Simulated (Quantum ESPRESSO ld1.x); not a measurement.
Q: Zn+, configuration [Ar] 3d10 5s1 (not the ground configuration). All-electron calculation, scalar-relativistic Kohn-Sham, LDA (Slater exchange, Perdew-Wang correlation), spin-polarised, spherical densities, point nucleus; open shells are filled with parallel spins first. Program: ld1.x of Quantum ESPRESSO 7.5. Some entries of the table are withheld. Estimate them.

| orbital | occ. | eigenvalue (hartree) | <1/r> (bohr^-1) |
|---|---|---|---|
| 1s up | 1 | -349.955 | 30.18 |
| 1s down | 1 | -349.954 | 30.18 |
| 2s up | 1 | -43.0427 | 6.574 |
| 2s down | 1 | -43.0426 | 6.574 |
| 2p up | 3 | -37.4318 | 6.458 |
| 2p down | 3 | -37.4316 | 6.458 |
| 3s up | 1 | -5.29423 | 2.086 |
| 3s down | 1 | -5.29382 | 2.086 |
| 3p up | 3 | -3.62798 | 1.933 |
| 3p down | 3 | -3.62745 | 1.933 |
| 3d up | 5 | -0.94524 | 1.529 |
| 3d down | 5 | -0.94395 | 1.531 |
| 5s up | 1 | (1) | (2) |
| 5s down | 0 | (3) | (4) |

A: 
(1) 5s up eigenvalue (hartree): -0.21916
(2) 5s up <1/r> (bohr^-1): 0.2283
(3) 5s down eigenvalue (hartree): -0.19501
(4) 5s down <1/r> (bohr^-1): 0.2222
